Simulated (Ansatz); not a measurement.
```yaml
crystal:
  periodic: [false, false, false]
  atoms:
    - {symbol: Si, position_ang: [-2.352626, 0.011268, -0.054157]}
    - {symbol: Si, position_ang: [-0.173678, 0.244682, 0.771197]}
    - {symbol: C, position_ang: [1.109793, -0.991253, 0.128692]}
    - {symbol: Si, position_ang: [1.879682, 0.572016, -0.592576]}
    - {symbol: O, position_ang: [0.652623, 1.517401, 0.043809]}
    - {symbol: H, position_ang: [-3.171172, 1.220100, 0.230929]}
    - {symbol: H, position_ang: [-2.312981, -0.209467, -1.525677]}
    - {symbol: H, position_ang: [-3.001333, -1.166837, 0.585616]}
    - {symbol: H, position_ang: [-0.182724, 0.391659, 2.253927]}
    - {symbol: H, position_ang: [1.693239, -1.501825, 0.895097]}
    - {symbol: H, position_ang: [0.751133, -1.718042, -0.600275]}
    - {symbol: H, position_ang: [1.920281, 0.645671, -2.075510]}
    - {symbol: H, position_ang: [3.208264, 0.949929, -0.046072]}
basis:
  gaussian: {orbitals: "6-31++G**"}
total_charge: 4
hamiltonian: {xc: {name: RPBE}, dispersion: d4}
accuracy: high
output: {forces: true}
```

```sh
$ ansatz run in.yaml --threads 4 --pin off --events-out ev --progress --plain --max-ram 10444MiB
```

It prints (some lines left out):

```
Functional definition: RPBE
3265 factors; integrals over basis functions are off by at most 3.9e-9 eV
mean field evaluation 1: about -26661.1998 eV, gradient 1.8e2 eV
mean field evaluation 2: about -24699.2389 eV, gradient 4.8e2 eV
mean field evaluation 4: about -26714.8111 eV, gradient 1.3e2 eV
mean field evaluation 8: about -26764.5642 eV, gradient 4.1e1 eV
mean field evaluation 16: about -26773.5647 eV, gradient 1.5e1 eV
mean field evaluation 32: about -26762.6271 eV, gradient 3.9e1 eV
mean field evaluation 64: about -26771.4793 eV, gradient 8.4e0 eV
mean field evaluation 96: about -26774.6980 eV, gradient 3.4e0 eV
mean field -26774.88395032 eV, -983.9588365062 hartree, gradient 3.0e-8 eV, S^2 0.000000; 6 other end points of the search recorded, 0 dependent functions left out
reference -26774.88396879 eV, -983.9588371849 hartree; 30, 30 occupied and 125, 125 virtual orbitals, 3265 factors
Total energy: -26775.63677453 eV, -983.9865022855 hartree
Atom 0 at    -2.352626     0.011268    -0.054157 Å, force    -2.929537    -1.363068    -0.575932 eV/Å
Atom 1 at    -0.173678     0.244682     0.771197 Å, force     1.123944     1.225371     0.995616 eV/Å
Atom 2 at     1.109793    -0.991253     0.128692 Å, force    -0.044176    -2.707777    -0.329974 eV/Å
Atom 3 at     1.879682     0.572016    -0.592576 Å, force     1.046701     1.322178    -0.338968 eV/Å
Atom 4 at     0.652623     1.517401     0.043809 Å, force    -1.132903     1.914193     0.208062 eV/Å
Atom 5 at    -3.171172     1.220100     0.230929 Å, force    -0.417996     2.314924    -0.022081 eV/Å
Atom 6 at    -2.312981    -0.209467    -1.525677 Å, force     0.009549     0.259639    -1.731952 eV/Å
Atom 7 at    -3.001333    -1.166837     0.585616 Å, force     0.431257    -1.402168     1.013632 eV/Å
Atom 8 at    -0.182724     0.391659     2.253927 Å, force    -0.049531     0.195116     1.651573 eV/Å
Atom 9 at     1.693239    -1.501825     0.895097 Å, force     0.540558    -0.961125     0.888149 eV/Å
Atom 10 at     0.751133    -1.718042    -0.600275 Å, force     0.027264    -1.084414    -0.654218 eV/Å
Atom 11 at     1.920281     0.645671    -2.075510 Å, force    -0.199757    -0.174047    -2.073828 eV/Å
Atom 12 at     3.208264     0.949929    -0.046072 Å, force     1.594626     0.461179     0.969921 eV/Å
Dipole moment:    -0.367903    -0.699766    -0.179194 e Å
```

**Question.** Something in this input is off. What?

**Answer.** The charge is far from anything that the molecule holds. The calculation finished and met its thresholds. The result belongs to that input, not to the molecule as meant.
